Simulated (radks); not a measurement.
All-electron atom: Cu III in [Ar] 3d9.

All-electron calculation, scalar-relativistic Kohn-Sham, PBEsol, spin-polarised, spherical densities, finite nucleus; open shells are filled with parallel spins first; Fermi nuclear charge, rms radius 3.8823 fm. Program: a radial shooting solver on a logarithmic mesh with Libxc functionals.

Energy parts (hartree):
| part | energy |
|---|---|
| total | -1652.41164 |
| kinetic | 1676.86047 |
| electron-nucleus | -3955.52558 |
| Hartree | 691.75821 |
| exchange-correlation | -65.50474 |

Orbitals (lengths in bohr, moments of r in powers of bohr; r(max) is where P^2 peaks):
orbital  occ.  eigenvalue (hartree)   r(max)  <1/r>      <r>
1s up       1             -325.9103  0.03413  29.14  0.05216
1s down     1             -325.9103  0.03413  29.14  0.05216
2s up       1             -39.96048   0.1968  6.322   0.2354
2s down     1             -39.93809   0.1967  6.324   0.2353
2p up       3             -34.62802   0.1582  6.206   0.2066
2p down     3             -34.61112   0.1582  6.208   0.2065
3s up       1              -5.16271   0.6132  2.002   0.7103
3s down     1              -5.12060   0.6134  1.999   0.7110
3p up       3              -3.60024   0.6188  1.851   0.7450
3p down     3              -3.55891   0.6192  1.848   0.7461
3d up       5              -1.10621   0.5955  1.464   0.9167
3d down     4              -1.06782   0.5973  1.454   0.9265

The highest occupied level is 3d down at -29.057 eV. The electron density at the nucleus is 2.236e+04 e/bohr^3 (large components only). For comparison, the ionisation energy in NIST's Atomic Spectra Database is 36.84 eV (measured). In exact Kohn-Sham theory the highest level is minus the ionisation energy, but local and semilocal functionals leave it too shallow, through self-interaction and a potential that decays too fast; potentials with the right tail come closer.
